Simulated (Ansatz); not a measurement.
An input meant for (HMg-mu-F)2 (Mg₂H₂F₂) (charge 0, singlet).

```yaml
crystal:
  periodic: [false, false, false]
  atoms:
    - {symbol: Mg, position_ang: [-0.098649, -1.427600, 0.214249]}
    - {symbol: H, position_ang: [-0.216731, -3.095674, 0.471172]}
    - {symbol: F, position_ang: [-1.114839, -0.007275, -0.561232]}
    - {symbol: Mg, position_ang: [0.099609, 1.427158, -0.216652]}
    - {symbol: H, position_ang: [0.213625, 3.096966, -0.463963]}
    - {symbol: F, position_ang: [1.116996, 0.006414, 0.556426]}
basis:
  gaussian: {orbitals: STO-3G, fitting: {mean_field: def2-universal-jkfit}, nuclear_model: gaussian}
hamiltonian: {xc: {name: HF}}
correlation: {method: mp2, frozen_orbitals: {Mg: 9}}
accuracy: high
output: {forces: true}
```

```sh
$ ansatz run in.yaml --threads 4 --pin off --events-out ev --progress --plain --max-ram 3916MiB
```

Output, abridged:

```
Functional definition: HF
Error: "frozen_orbitals" has no count for H
```

In this input frozen orbitals are typed for one element alone, and the program wants a count for each (the count typed has to fit that element's core, too). The input was rejected before any iteration.
